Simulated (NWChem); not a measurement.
System: MgSiH4; SMILES [MgH][SiH3]

Input file for NWChem:

```
start job
memory heap 200 mb stack 900 mb global 1100 mb
geometry units angstroms noautoz
  Mg    -0.183264    -1.453594    -0.002392
  H     -0.241304    -3.167557    -0.003368
  Si    -0.098670     1.137408    -0.000963
  H      1.287101     1.685182     0.266209
  H     -0.992771     1.761487     1.049117
  H     -0.530675     1.746698    -1.317699
end
basis spherical
  * library def2-tzvp
end
dft
  xc scan
  iterations 150
  mulliken
end
task dft energy
```

All runs use the structure optimised with PBE-D3(BJ)/def2-SVP.

Problem. Give the results of this calculation. (SCAN/def2-TZVP.) Quantities: energy (Ha); highest occupied level (eV); orbital gap (eV); dipole (D).

Solution. 
```yaml
energy (Ha): -491.96
highest occupied level (eV): -6.04
orbital gap (eV): 4.64
dipole (D): 0.58
```
